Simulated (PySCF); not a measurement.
# Static response to an electric field

Species: cyclo-(Cl2SiS)2.
Geometry (PBE0-D3(BJ)/def2-SVP, Å), atoms numbered from 1 in this order:
```
atom  x, y, z in Å
Si1    0.025   -0.704   -1.196
Cl2    0.335    0.084   -3.055
Cl3   -0.270   -2.712   -1.417
S4    -1.591    0.243   -0.171
Si5    0.009    0.682    1.175
Cl6   -0.301   -0.101    3.036
Cl7    0.305    2.691    1.392
S8     1.624   -0.268    0.153
```

Level: B3LYP/def2-SVPD (PySCF), static field, nuclei fixed, core orbitals frozen in the response. The polarisability tensor in these axes (au):

```
x   120.04   1.80  -1.34
y     1.80 139.60  13.50
z    -1.34  13.50 154.91
```

**Question.** What are the eigenvalues, a third of the trace, and Δα (Δα² = ½Σ(αi − αj)² over the three pairs)?

**Answer.** Principal values 119.63, 132.15 and 162.78 au; mean 138.19 au = 20.48 Å³ = 22.78 × 10⁻⁴⁰ C²·m²/J; Δα = 38.45 au (28 % of the mean).

**Question.** What is the dipole moment?

**Answer.** 0.00 D; point group D2h allows none.

**Question.** Refractivity n − 1 of an ideal gas of it at 400 K and 1 atm, from the electronic α?

**Answer.** N = p/kT = 1.8347 × 10¹⁹ cm⁻³, so n − 1 = 2π × N × 20.48 × 10⁻²⁴ cm³ = 2361 × 10⁻⁶ at long wavelengths, for an ideal gas.

**Question.** What are the principal values of the traceless quadrupole moment, Θ = ½Σq(3rr − r²1), about the centre of nuclear charge?

**Answer.** -1.69, -0.54, 2.22 D·Å. With no charge and no dipole, the values don't depend on the origin. The electronic extent ⟨r²⟩ about the same centre is 3000 bohr², a root-mean-square distance of 2.56 Å for the 128 electrons.

**Question.** Find the Langevin capture rate constant for H3O+ (19.018 u) meeting this molecule (259.773 u), k = 2.342 × 10⁻⁹ cm³/s × √(α in Å³ / reduced mass in u).

**Answer.** The reduced mass is 17.72 u, so k = 2.52 × 10⁻⁹ cm³/s.

One conformer (not necessarily the lowest) at the PBE0-D3(BJ)/def2-SVP geometry, without solvent, vibrations or thermal averaging.
